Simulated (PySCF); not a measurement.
# Reading the logs of faulty runs: B2H7Si2 cation

All numbers below are calculated, not measured. The program is PySCF 2.14.0, an open-source quantum chemistry code, run on an isolated molecule that a program drew, which may never have been made. The molecule is B2H7Si2 cation (charge +1, singlet), drawn as the SMILES string `B[SiH+]B[SiH3]`.

Each row is a Hartree-Fock (HF) and frozen-core CCSD(T) single point in the cc-pV(D+d)Z basis, meant for a local HF minimum. Run 1 is clean. Each other run has one planted mistake out of seven kinds, and not every kind appears here: one electron removed, one electron added, multiplicity raised by two, geometry at a saddle point, minimal basis STO-3G, one bond length entered in bohr, all coordinates scaled. The reference is restricted for singlets and unrestricted otherwise, and also for a bond in bohr. Adding or removing an electron swaps singlet and doublet. Electrons count all cores. HOMO and LUMO are orbital energies over both spins, the gradient is its largest component, and the lowest frequency (negative if imaginary) is given only where the gradient is small. Bond lengths are over the 10 bonds as drawn. T1 is the CCSD diagnostic: over 0.02 (restricted) or 0.045 (unrestricted) a single reference is doubtful.

Geometry of the clean run:
```xyz
11
B2H7Si2 cation, angstrom
B     0.6976   -0.6216    1.9781
Si    0.7428   -1.1716    0.0214
B     1.4832   -2.8593   -0.7771
Si    0.3922   -4.5958   -1.0255
H     1.5797    0.0611    2.3944
H    -0.2099   -0.9924    2.6537
H     0.0875   -0.2418   -0.9183
H     2.6281   -2.8211   -1.1201
H     1.0545   -5.5843   -0.1508
H     0.4964   -4.9419   -2.4551
H    -1.0145   -4.3951   -0.6230
```

```
run  electrons  basis functions  <S^2>  HOMO (eV)  LUMO (eV)  gradient (hartree/bohr)  lowest frequency (cm^-1)  mean bond (Å)  longest bond (Å)      T1  HF (hartree)  CCSD(T) (hartree)                     mistake
  1         44              109  0.000     -15.59      -5.02                  2.1e-05                        42         1.5588             2.066  0.0172    -630.97111         -631.38890                    no fault
  2         43              109  0.772     -21.79     -12.96                  7.4e-02                         -         1.5588             2.066  0.0265    -630.44756         -630.83993        one electron removed
  3         44              109  2.032     -12.36      -7.66                  4.6e-02                         -         1.5588             2.066  0.0355    -630.85779         -631.27107  multiplicity raised by two
  4         44              109  0.877     -13.26      -5.04                  1.4e-02                         -         1.6902             2.791  0.0382    -630.86526         -631.27133                           ?
```

**Which mistake was planted in run 4, and what did it cost?**

The mean bond changes by a factor of 1.084 and the longest by 1.351, so the molecule wasn't scaled as a whole. A length L in bohr read as angstrom grows by (1/0.5292 - 1) L = 0.890 L. The 10 bonds together grew by 10 x 0.1314 = 1.314 Å, which gives L = 1.477 Å. That is the length of one of the H-Si bonds, 1.477 Å in the clean geometry. So the mistake is: one bond length entered in bohr. Subtracting run 1 and multiplying by 627.51 kcal/mol a hartree, the energy moved by 66.4 kcal/mol in HF and 73.8 kcal/mol in CCSD(T).

